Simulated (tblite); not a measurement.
Parent: `[SiH3:1][O:2][C@@H:3]1[CH2:4][CH2:5][S:6]1` with Si1–O2–C3–C4 165°, O2–C3–C4–C5 -129°, C3–C4–C5–S6 9°, C4–C5–S6–C3 -8°, O2–C3–S6–C5 126°, C3H8OSSi.

Structures optimised with GFN2-xTB, isolated species. One conformer each, not checked by frequencies here.

```tsv
coordinate of the parent	value
Si1–O2	1.632 Å
O2–C3	1.359 Å
C3–C4	1.532 Å
C4–C5	1.527 Å
C5–S6	1.832 Å
C3–S6	1.854 Å
Si1–O2–C3	129.9°
O2–C3–C4	114.1°
O2–C3–S6	116.1°
C4–C3–S6	92.0°
C3–C4–C5	97.0°
C4–C5–S6	93.0°
C3–S6–C5	76.9°
```

Q: How does the shared frame change in `[O:1]=[CH:2][C@@H:3]1[CH2:4][S:5][C@H:6]1[O:7][SiH3:8]` with O1–C2–C3–C4 -6°, S5–C6–O7–Si8 -72°, C2–C3–C4–S5 -132°, C3–C4–S5–C6 10°, C4–S5–C6–O7 -129°, C2–C3–C6–S5 135°, C4H8O2SSi? Atoms pair as Si1 = Si8, O2 = O7, C3 = C6, C4 = C3, C5 = C4, S6 = S5 (parent first).

A: 
| parent | relative | value in the relative | change |
| --- | --- | --- | --- |
| Si1–O2 | Si8–O7 | 1.638 Å | +0.006 |
| O2–C3 | O7–C6 | 1.354 Å | -0.005 |
| C3–C4 | C6–C3 | 1.542 Å | +0.010 |
| C4–C5 | C3–C4 | 1.527 Å | 0.000 |
| C5–S6 | C4–S5 | 1.831 Å | -0.001 |
| C3–S6 | C6–S5 | 1.854 Å | 0.000 |
| Si1–O2–C3 | Si8–O7–C6 | 129.3° | -0.6 |
| O2–C3–C4 | O7–C6–C3 | 114.2° | +0.1 |
| O2–C3–S6 | O7–C6–S5 | 116.9° | +0.8 |
| C4–C3–S6 | C3–C6–S5 | 91.4° | -0.6 |
| C3–C4–C5 | C6–C3–C4 | 96.7° | -0.3 |
| C4–C5–S6 | C3–C4–S5 | 92.7° | -0.3 |
| C3–S6–C5 | C6–S5–C4 | 77.0° | +0.1 |

Of the parent's bonds, C3–C4 changes most (+0.010 Å). Bonds of the relative outside the shared frame: O1=C2 1.197, C2–C3 1.500 Å. Point group C1 → C1.

Q: How does the shared frame change in `[SiH3:1][O:2][C@@H:3]1[S:4][CH2:5][C@H:6]1[SH:7]` with Si1–O2–C3–S4 -177°, C5–C6–S7–H -76°, O2–C3–S4–C5 -135°, C3–S4–C5–C6 15°, S4–C5–C6–S7 -137°, O2–C3–C6–C5 136°, C3H8OS2Si? Atoms pair as Si1 = Si1, O2 = O2, C3 = C3, C4 = C6, C5 = C5, S6 = S4 (parent first).

A: 
```tsv
parent	relative	value in the relative	change
Si1–O2	Si1–O2	1.633 Å	+0.001
O2–C3	O2–C3	1.355 Å	-0.004
C3–C4	C3–C6	1.528 Å	-0.004
C4–C5	C6–C5	1.524 Å	-0.003
C5–S6	C5–S4	1.833 Å	+0.001
C3–S6	C3–S4	1.849 Å	-0.005
Si1–O2–C3	Si1–O2–C3	129.7°	-0.2
O2–C3–C4	O2–C3–C6	116.6°	+2.5
O2–C3–S6	O2–C3–S4	114.6°	-1.5
C4–C3–S6	C6–C3–S4	90.8°	-1.2
C3–C4–C5	C3–C6–C5	96.5°	-0.5
C4–C5–S6	C6–C5–S4	91.6°	-1.4
C3–S6–C5	C3–S4–C5	76.4°	-0.5
```

Of the parent's bonds, O2–C3, C3–C4 and C3–S6 change most and about equally (-0.005 to -0.004 Å). Bonds of the relative outside the shared frame: C6–S7 1.825 Å. Point group C1 → C1.

The numbers are calculated, not measured.
